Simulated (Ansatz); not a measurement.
Species: CdCl$_{2}$, charge 0, multiplicity 3. The spin state was set by rule; other spins were not relaxed. 
Structure (B3LYP-D3(BJ)/def2-TZVP (Ansatz, an electronic-structure program) minimum search):
```xyz
3

Cd    -0.2511    -0.7978    -0.3811
Cl     1.3083     1.2867    -0.4263
Cl    -0.5993     0.9659     1.5023
```
Charge 0, spin multiplicity 3.

Total electronic energies in hartree. Valence correlation only, unless marked. Open shells are spin-unrestricted. Spin-orbit coupling is left out. Frozen are the shells of the preceding noble gas and the d and f shells that filled before the atom's block. In def2 rows, elements after Kr have scalar-relativistic effective core potentials. CBS marks a two-point X^-3 extrapolation of the correlation energy; Hartree-Fock from the larger set. [CCSD(T)-MP2]/basis is that difference in the basis named. The program attaches cautions to a run behind SCS-MP2/def2-TZVPP: other roots. The program attaches cautions to a run behind CCSD/def2-SVP: other roots.

```
level                                                                 program  energy (Eh)
-------------------------------------------------------------  --------------  -----------
r2SCAN0-D4/def2-TZVPD                                          Ansatz + dftd4  -1088.13574
CAM-B3LYP-D3(BJ)/def2-TZVPD                                    Ansatz + dftd3  -1088.17772
B2PLYP-D3(BJ)/def2-TZVPD                                       Ansatz + dftd3  -1087.72774
RI-MP2/def2-QZVPP                                                      Ansatz  -1086.79412
RI-MP2/def2-QZVPPD                                                     Ansatz  -1086.79480
SCS-MP2/def2-TZVPP                                                     Ansatz  -1086.62577
CCSD/def2-SVP                                                          Ansatz  -1086.07971
CCSD/def2-TZVPPD                                                       Ansatz  -1086.69591
RI-MP2/CBS(def2-TZVPPD,def2-QZVPPD)+[CCSD(T)-MP2]/def2-TZVPPD          Ansatz   -1086.8871
```

Totals of different functionals don't rank their quality; only differences between species are comparable.
